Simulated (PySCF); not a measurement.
Cost of one run: EPR job, `O1[C](C(=O)C[C@H]1F)F` [radical].

Method: UKS B3LYP, pcH-1 on C F H O, non-relativistic, mean-field spin-orbit, GIAO (PySCF 2.14.0). Geometry: GFN2-xTB. Work: unrestricted SCF, g, hyperfine, density and orbital grids written, density fitting. The input is one job of a driver script: a line of settings, then coordinates in Å.

Command:
```bash
OMP_NUM_THREADS=1 python probes_run.py task.json out
```

Input:
```
{"job": {"kind": "epr", "basis": "pcH-1"}, "charge": 0, "multiplicity": 2}
O      0.762330    -2.245809     0.539356
C      0.516486    -1.092735     0.233320
C     -0.865304    -0.469025    -0.002682
C     -0.557539     1.010471    -0.223315
F     -0.932959     1.743948     0.867318
O      0.838340     1.146884    -0.360606
C      1.411773    -0.014180    -0.004967
F      2.724125    -0.021163     0.012939
H     -1.345756    -0.929045    -0.865377
H     -1.506871    -0.607068     0.867678
H     -1.039201     1.480393    -1.089629
```

Hardware: Arm Neoverse V1, one thread, shared host with 32 logical CPUs at a one-minute load of 24. PySCF's memory limit was set to 1600 MB.

**Question.** How large is the basis?

**Answer.** 230 functions.

**Question.** How long does the run take?

**Answer.** About 45 s. CPU seconds by part: SCF 22, spin–orbit mean field 2, g tensor 17, hyperfine 0.1.

**Question.** Estimate the peak memory.

**Answer.** About 0.91 GiB. Peak memory is the resident size of the whole Python process, interpreter and libraries included.

**Question.** At this speed, how long would 20000 such jobs take on 64 cores, one job a core?

**Answer.** 20000/64 gives 313 rounds of 45 s, about 3.9 h of wall time and 250 core-hours, if the jobs don't slow each other.

The host was shared with other jobs, so the times are rough.

The run converged: ⟨S²⟩ 0.759; g_iso 2.0054.
